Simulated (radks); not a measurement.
Species: Mn. Configuration: [Ar] 3d5 4s2 (the NIST ground configuration). All-electron calculation, scalar-relativistic Kohn-Sham, LDA (Slater exchange, Perdew-Wang correlation), spin-polarised, spherical densities, finite nucleus; open shells are filled with parallel spins first; Fermi nuclear charge, rms radius 3.7057 fm; hard spherical wall at 10 bohr. Program: a radial shooting solver on a logarithmic mesh with Libxc functionals.

Normalised radial functions P(r) = r R(r), r in bohr:

r	3s up	3p down	4s down
0.00201	0.0569	0.0008	0.0137
0.002639	0.0731	0.0013	0.0176
0.003464	0.0935	0.0022	0.0225
0.00451	0.1180	0.0037	0.0284
0.00592	0.1486	0.0061	0.0358
0.007771	0.1850	0.0102	0.0446
0.0102	0.2264	0.0168	0.0546
0.01328	0.2698	0.0272	0.0650
0.01743	0.3137	0.0441	0.0756
0.02288	0.3492	0.0705	0.0841
0.03003	0.3646	0.1105	0.0877
0.03942	0.3436	0.1687	0.0826
0.05133	0.2704	0.2457	0.0648
0.06738	0.1254	0.3457	0.0296
0.08844	-0.0907	0.4566	-0.0227
0.1161	-0.3473	0.5524	-0.0845
0.1512	-0.5637	0.5877	-0.1358
0.1984	-0.6421	0.5069	-0.1520
0.2604	-0.4663	0.2598	-0.1045
0.3418	-0.0124	-0.1493	0.0109
0.4487	0.5875	-0.6266	0.1549
0.5843	1.0601	-0.9953	0.2473
0.7669	1.2041	-1.1256	0.2190
1.007	0.9797	-0.9730	0.0482
1.321	0.5859	-0.6556	-0.2054
1.72	0.2602	-0.3489	-0.4372
2.258	0.0776	-0.1369	-0.5801
2.964	0.0146	-0.0379	-0.5868
3.891	0.0015	-0.0067	-0.4697
5.107	0.0001	-0.0007	-0.2916
6.65	0.0000	0.0000	-0.1357
8.728	0.0000	0.0000	-0.0343

3s up: eigenvalue -86.810 eV, 2 radial nodes at r = 0.0796, 0.344 bohr, <r> = 0.853 bohr, 90 % of the charge inside 1.28 bohr. 3p down: eigenvalue -51.057 eV, 1 radial node at r = 0.312 bohr, <r> = 0.912 bohr, 90 % of the charge inside 1.41 bohr. 4s down: eigenvalue -4.619 eV, 3 radial nodes at r = 0.0793, 0.335, 1.06 bohr, <r> = 3.22 bohr, 90 % of the charge inside 4.93 bohr.
